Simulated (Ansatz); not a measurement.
Correlation energies of F$_{2}$HSSi, SMILES `F[SiH](F)[S]` radical by basis set

```xyz
5

F     0.302    1.071   -1.165
Si   -0.076    0.061   -0.006
F    -0.027    0.912    1.327
S     1.238   -1.579    0.063
H    -1.437   -0.465   -0.220
```

The species carries charge 0 and has multiplicity 2. The structure was optimised at the PBE0-D4/def2-TZVP level. Frozen core, unrestricted reference, Ansatz 0.2.0. CBS rows extrapolate triple and quadruple zeta; past MP2 they add the triple-zeta difference.

```csv
basis,HF (Eh),MP2 corr.,CCSD corr.,(T),CCSD(T) total
def2-SVP,-885.67268,-0.56017,-0.58830,?,?
def2-TZVPP,?,?,-0.77982,?,?
def2-QZVPP,-886.21835,-0.82444,–,–,–
CBS(def2),-886.22255,-0.87831,-0.90640,as TZ,-887.15401
```

**Question.** Fill in the withheld values. (An estimate is asked.)

**Answer.** Ansatz gave: def2-SVP (T): -0.01017; def2-SVP CCSD(T) total: -886.27115; def2-TZVPP HF (Eh): -886.18786; def2-TZVPP MP2 corr.: -0.75173; def2-TZVPP (T): -0.02506; def2-TZVPP CCSD(T) total: -886.99274.
